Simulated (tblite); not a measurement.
Compound: C2H7FSSi.
Geometry (GFN2-xTB, Å), atoms numbered from 1 in this order:
```
atom  x, y, z in Å
C1     2.4110    0.3110    0.0674
S2     0.8339    1.1202    0.4803
Si3   -0.5068   -0.4824    0.0197
C4    -2.2452    0.2080    0.3889
F5    -3.1892   -0.7596    0.1166
H6     2.4143    0.0327   -0.9812
H7     3.1953    1.0342    0.2621
H8     2.5476   -0.5643    0.6937
H9    -0.3762   -0.8304   -1.3934
H10   -0.2085   -1.6277    0.8768
H11   -2.4979    1.0725   -0.2299
H12   -2.3772    0.4850    1.4376
```

All values are computed: GFN2-xTB (tblite) harmonic vibrations without scaling, gas phase. The method is semi-empirical: single wavenumbers can be off by several per cent or more. Modes of hydrogen on silicon can be 10 to 20 % off. One conformer, not necessarily the lowest.

Harmonic wavenumbers (cm⁻¹): 53.3, 59.7, 97.8, 123.6, 198.6, 271.1, 453.4, 534.1, 538.5, 696.1, 726.0, 728.4, 758.8, 777.5, 947.4, 958.6, 1032.7, 1193.9, 1273.7, 1322.6, 1437.6, 1451.5, 1458.0, 2270.3, 2290.2, 2954.9, 2961.7, 3037.0, 3042.1, 3064.2.

A = 10202, B = 1259, C = 1152 MHz; mass 110.002 u (most abundant isotopes); point group Cs, symmetry number 1.

**Question.** What is the zero-point energy?

**Answer.** ½Σν̃ = 18357 cm⁻¹ = 219.59 kJ/mol.

**Question.** Entropy at 200 K, 1 bar (ideal gas, RRHO, classical rotation)?

**Answer.** Translation 159.18, rotation 109.98, vibration 67.38: S = 336.5 J/(mol K).

**Question.** And Cp and H(200 K) − H(0)?

**Answer.** Cp = 95.03 J/(mol K), of which vibrations give 61.77 (their classical limit is 30 R = 249.4); H(200 K) − H(0) = 13.57 kJ/mol without the zero-point energy, 6.91 from vibrations.

**Question.** How do the functions run with temperature in this model?

**Answer.** 
```tsv
T (K)	S (J/(mol K))	Cp (J/(mol K))	H − H(0) (kJ/mol)	G − H(0) (kJ/mol)	ln q(vib)
150	311.1	82.4	9.13	-37.54	2.87
250	359.2	108.2	18.65	-71.14	4.96
298.15	379.3	120.6	24.16	-88.93	5.90
400	418.1	144.2	37.68	-129.58	7.82
600	483.6	178.8	70.21	-219.96	11.32
900	563.0	212.2	129.27	-377.42	16.05
```

q(vib) and H(0) count from the zero-point level.

**Question.** Blend soft modes into free rotors: weight 1/[1 + (100 cm⁻¹/ν̃)⁴] for the oscillator and the rest for a rotor with moment μB/(μ + B), μ = h/(8π²ν), B = 10⁻⁴⁴ kg m². What vibrational entropy results?

**Answer.** 61.12 J/(mol K) in place of 67.38, which changes −T·S at 200 K by +1.25 kJ/mol.

**Question.** Which modes carry the vibrational entropy at 200 K?

**Answer.** 53.3 cm⁻¹: 16.34; 59.7 cm⁻¹: 15.41; 97.8 cm⁻¹: 11.41; 123.6 cm⁻¹: 9.56; 198.6 cm⁻¹: 6.02; 271.1 cm⁻¹: 3.96 J/(mol K); the other 24 give 4.69 together.

**Question.** What must be added to the electronic energy to get the Gibbs energy at 200 K and 1 bar?

**Answer.** ZPE + [H(200 K) − H(0)] − T·S = 219.59 + 13.57 − 67.31 = 165.85 kJ/mol.

Hindered rotation and anharmonicity are outside this model. Other conformers, if any are populated, would add a mixing term that is left out.

The run took 0.25 s wall on one thread, Arm Neoverse V2 (aarch64), shared host with 96 logical CPUs at a one-minute load of 46. The figure is for the frequency step alone.
